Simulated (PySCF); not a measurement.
Al(F)(H)(SH) (AlFH2S), SMILES [SH][AlH][F]. Atoms are numbered in the order given.

```xyz
5

Al    -0.5104     0.5898     0.0000
F      0.6086     1.8040     0.0000
H     -2.0371     0.9375     0.0000
S      0.2606    -1.4303     0.0000
H     -0.9740    -1.9556     0.0000
```

The structure is a stationary point at ωB97X-D3(BJ)/def2-TZVP. One conformer was computed; it need not be the lowest.

Level of theory: PBE0/pcSseg-2 (PySCF).

GIAO shieldings, no solvent; atoms alike by connectivity are averaged. δ = σ(ref) − σ: ¹⁹F against CFCl3 (σ = 165.8 ppm); ¹H against TMS (σ = 31.54 ppm); ³³S against H2S (σ = 711.3 ppm), references at their B3LYP-D3(BJ)/def2-TZVP geometries, non-relativistic.

| nucleus | atoms | count | δ (ppm) |
|---|---|---|---|
| ¹⁹F | F2 | 1 | -158.3 |
| ¹H | H3 | 1 | 5.07 |
| ¹H | H5 | 1 | 0.27 |
| ³³S | S4 | 1 | 11.5 |
